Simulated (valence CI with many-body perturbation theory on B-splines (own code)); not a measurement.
## E1 transitions of Ti⁸⁺

Method: configuration interaction combined with many-body perturbation theory (CI+MBPT): four valence electrons over a frozen Dirac-Fock core [Ne], a basis of 11 s, 11 p, 10 d, 8 f, 5 g, 2 h functions for each j, with the one-electron correlation potential Σ1, the two-electron term Σ2, the three-electron term Σ3, Breit, model QED; selected CI, second order for the rest, scaled by the run's own slope (own B-spline code, finite nucleus).

No measured spectrum was set against this ion. As an estimate, levels of excited configurations hold to 0.05 to 0.15 % of their energy, terms of the ground configuration to about 0.5 %. Among the levels kept, up to 650 cm⁻¹ of a level comes from second order outside the variational space, and about a tenth of that is noise between levels of different J, which matters for small intervals.

Lines 151 to 200 of 575 in falling wavelength, among levels below 104.76 eV, chosen from the strongest by gf and those to the six lowest levels. Wavelengths and rates use the calculated energies, so an error of 100 cm⁻¹ moves a line at 38.09 nm by 0.038 % and its rate by three times that or more. Electric multipoles are in the length gauge, E1 and E2 with the static RPA response of the core. Weak lines are less certain than strong ones. Lines between different terms over intervals too small for the method are left out, as are lines whose strength nearly cancels. Where a level lies close to another of its J and parity, the split of strength between their lines is uncertain. The highest levels of a list are the least certain.

Names give the largest LS component (configuration and term), which can be under half, so a name can repeat, a term be missing and a line seem to break the LS rules; names also repeat where a configuration has a term twice. Letters in brackets count levels of one name in rising energy.

| λ vac (nm) | Upper | Lower | A (s⁻¹) | S (a.u.) with core polarisation | S without |
| --- | --- | --- | --- | --- | --- |
| 38.09 | 3s3p3d² ³F°_3 [b] | 3s3p²3d ³F_3 [b] | 9.41e+08 | 1.80e-01 | 1.87e-01 |
| 38.06 | 3p³3d ¹F°_3 [a] | 3s3p²3d ¹F_3 [a] | 2.41e+09 | 4.60e-01 | 4.76e-01 |
| 38.01 | 3s3p²3d ³D_3 [d] | 3s²3p3d ³P°_2 [b] | 4.92e+09 | 9.34e-01 | 9.70e-01 |
| 37.96 | 3p³3d ³P°_2 [b] | 3s3p²3d ³P_1 [a] | 1.32e+09 | 1.78e-01 | 1.85e-01 |
| 37.83 | 3p³3d ⁵D°_4 | 3s3p²3d ⁵F_5 | 1.00e+10 | 2.41e+00 | 2.51e+00 |
| 37.67 | 3p³3d ³D°_2 [d] | 3s3p²3d ³P_2 [b] | 2.24e+09 | 2.95e-01 | 3.06e-01 |
| 37.66 | 3s3p²3d ³D_1 [d] | 3s²3p3d ³P°_0 | 7.31e+09 | 5.78e-01 | 6.00e-01 |
| 37.61 | 3p³3d ³D°_3 [c] | 3s3p²3d ³P_2 [b] | 8.59e+09 | 1.58e+00 | 1.64e+00 |
| 37.61 | 3s3p²3d ³D_2 [d] | 3s²3p3d ³P°_1 | 1.01e+10 | 1.32e+00 | 1.37e+00 |
| 37.53 | 3p³3d ⁵D°_3 | 3s3p²3d ⁵F_4 | 8.00e+09 | 1.46e+00 | 1.52e+00 |
| 37.49 | 3p³3d ³D°_1 [c] | 3s3p²3d ³P_1 [b] | 3.60e+09 | 2.81e-01 | 2.91e-01 |
| 37.49 | 3p³3d ⁵D°_4 | 3s3p²3d ⁵F_4 | 2.18e+09 | 5.11e-01 | 5.32e-01 |
| 37.48 | 3p³3d ¹F°_3 [a] | 3s3p²3d ¹G_4 | 6.73e+09 | 1.22e+00 | 1.27e+00 |
| 37.45 | 3p³3d ³D°_2 [d] | 3s3p²3d ³P_1 [b] | 6.36e+09 | 8.24e-01 | 8.55e-01 |
| 37.44 | 3p³3d ³P°_2 [b] | 3s3p²3d ³P_2 [a] | 4.32e+09 | 5.60e-01 | 5.82e-01 |
| 37.43 | 3s3p²3d ³D_1 [d] | 3s²3p3d ³P°_1 | 2.83e+09 | 2.20e-01 | 2.29e-01 |
| 37.40 | 3s3p²3d ¹F_3 [b] | 3s²3p3d ¹F°_3 | 1.68e+10 | 3.04e+00 | 3.16e+00 |
| 37.38 | 3p³3d ³D°_1 [c] | 3s3p²3d ³P_0 [b] | 4.64e+09 | 3.59e-01 | 3.73e-01 |
| 37.32 | 3p³3d ⁵D°_2 | 3s3p²3d ⁵F_3 | 7.05e+09 | 9.04e-01 | 9.40e-01 |
| 37.30 | 3s3p²3d ³D_3 [d] | 3s²3p3d ³P°_2 [a] | 7.80e+09 | 1.40e+00 | 1.45e+00 |
| 37.27 | 3p³3d ⁵D°_3 | 3s3p²3d ⁵F_3 | 3.35e+09 | 5.99e-01 | 6.23e-01 |
| 37.22 | 3s3p²3d ¹D_2 [b] | 3s²3p3d ³P°_2 [b] | 6.78e+09 | 8.62e-01 | 8.96e-01 |
| 37.17 | 3p³3d ⁵D°_1 | 3s3p²3d ⁵F_2 | 7.06e+09 | 5.37e-01 | 5.59e-01 |
| 37.14 | 3p³3d ⁵D°_2 | 3s3p²3d ⁵F_2 | 4.04e+09 | 5.10e-01 | 5.31e-01 |
| 37.06 | 3p³3d ⁵D°_0 | 3s3p²3d ⁵F_1 | 1.14e+10 | 2.87e-01 | 2.98e-01 |
| 37.05 | 3p³3d ⁵D°_1 | 3s3p²3d ⁵F_1 | 4.40e+09 | 3.31e-01 | 3.44e-01 |
| 36.93 | 3p³3d ³D°_2 [d] | 3s3p²3d ³D_3 [b] | 2.07e+09 | 2.58e-01 | 2.68e-01 |
| 36.88 | 3p³3d ³D°_3 [c] | 3s3p²3d ³D_3 [b] | 3.08e+09 | 5.33e-01 | 5.53e-01 |
| 36.81 | 3s3p³ ³S°_1 | 3s²3p² ¹D_2 | 6.40e+08 | 4.73e-02 | 4.91e-02 |
| 36.72 | 3p³3d ³D°_1 [c] | 3s3p²3d ³D_2 [b] | 2.41e+09 | 1.77e-01 | 1.84e-01 |
| 36.68 | 3p³3d ³D°_2 [d] | 3s3p²3d ³D_2 [b] | 2.07e+09 | 2.52e-01 | 2.62e-01 |
| 36.65 | 3p³3d ³D°_3 [c] | 3s3p²3d ³F_4 [b] | 3.98e+09 | 6.77e-01 | 7.04e-01 |
| 36.63 | 3p³3d ³D°_3 [c] | 3s3p²3d ³D_2 [b] | 9.29e+08 | 1.58e-01 | 1.64e-01 |
| 36.58 | 3p³3d ³D°_1 [c] | 3s3p²3d ³D_1 [b] | 2.96e+09 | 2.15e-01 | 2.23e-01 |
| 36.53 | 3s3p²3d ¹D_2 [b] | 3s²3p3d ³P°_2 [a] | 5.73e+09 | 6.89e-01 | 7.16e-01 |
| 36.52 | 3p³3d ¹F°_3 [b] | 3s3p²3d ¹G_4 | 4.03e+09 | 6.78e-01 | 7.03e-01 |
| 36.30 | 3p³3d ³D°_2 [d] | 3s3p²3d ³F_3 [b] | 2.94e+09 | 3.47e-01 | 3.61e-01 |
| 36.24 | 3p³3d ³D°_3 [c] | 3s3p²3d ³F_3 [b] | 1.15e+09 | 1.90e-01 | 1.97e-01 |
| 36.11 | 3p³3d ¹F°_3 [b] | 3s3p²3d ³D_3 [a] | 1.51e+09 | 2.46e-01 | 2.56e-01 |
| 36.06 | 3p³3d ³D°_1 [c] | 3s3p²3d ³F_2 [b] | 3.79e+09 | 2.63e-01 | 2.73e-01 |
| 35.80 | 3p³3d ¹D°_2 [b] | 3s3p²3d ¹F_3 [a] | 1.69e+09 | 1.91e-01 | 1.98e-01 |
| 35.78 | 3s3p²3d ¹D_2 [c] | 3s²3p3d ¹P°_1 | 1.15e+10 | 1.30e+00 | 1.35e+00 |
| 35.76 | 3s3p²3d ³D_3 [c] | 3s²3p3d ³F°_4 | 1.24e+10 | 1.95e+00 | 2.03e+00 |
| 35.76 | 3s²3p3d ³F°_2 | 3s²3p² ¹D_2 | 6.60e+07 | 7.44e-03 | 7.73e-03 |
| 35.74 | 3s3p3d² ³F°_3 [a] | 3s3p²3d ¹G_4 | 1.44e+09 | 2.28e-01 | 2.36e-01 |
| 35.68 | 3s3p²3d ³D_2 [c] | 3s²3p3d ³F°_3 | 1.43e+10 | 1.60e+00 | 1.66e+00 |
| 35.51 | 3p³3d ³D°_2 [c] | 3s3p²3d ³D_2 [a] | 2.91e+09 | 3.21e-01 | 3.33e-01 |
| 35.49 | 3s3p²3d ³D_1 [c] | 3s²3p3d ³F°_2 | 1.77e+10 | 1.17e+00 | 1.21e+00 |
| 35.43 | 3s²3p3d ³F°_3 | 3s²3p² ¹D_2 | 1.02e+07 | 1.56e-03 | 1.60e-03 |
| 35.36 | 3s3p3d² ³F°_2 | 3s3p²3d ³D_1 [a] | 1.78e+09 | 1.94e-01 | 2.01e-01 |
